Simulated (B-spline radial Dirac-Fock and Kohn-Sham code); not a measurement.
# What relativity does to the binding energies of Mo⁶⁺

System: Mo⁶⁺, [Ar] 3d10 4s2 4p6.

Both columns are ΔSCF binding energies of the configuration average from a radial finite-basis atomic code: non-relativistic Hartree-Fock with a point nucleus, and Dirac-Fock with a finite nucleus and the Coulomb interaction alone, averaged over the two j levels with weights 2j+1.

| shell | Hartree-Fock (eV) | Dirac-Fock (eV) | shift (eV) | shift (%) |
| --- | --- | --- | --- | --- |
| 1s | 19661.6 | 20154.6 | +493.03 | +2.51 |
| 2s | 2863.3 | 2979.4 | +116.02 | +4.05 |
| 2p | 2631.9 | 2662.4 | +30.55 | +1.16 |
| 3s | 586.6 | 608.6 | +21.96 | +3.74 |
| 3p | 496.7 | 502.3 | +5.63 | +1.13 |
| 3d | 332.2 | 328.0 | -4.16 | -1.25 |
| 4s | 155.5 | 159.2 | +3.74 | +2.41 |
| 4p | 124.8 | 125.5 | +0.67 | +0.54 |

Relativity binds 1s, 2s, 2p, 3s, 3p, 4s, 4p more strongly, among those listed most of all 2s in relative terms, and 3d more weakly, because the contracted s and p shells screen the nucleus better.

Values without a named source are computed, but for edge energies of neutral atoms, which are taken from tables.
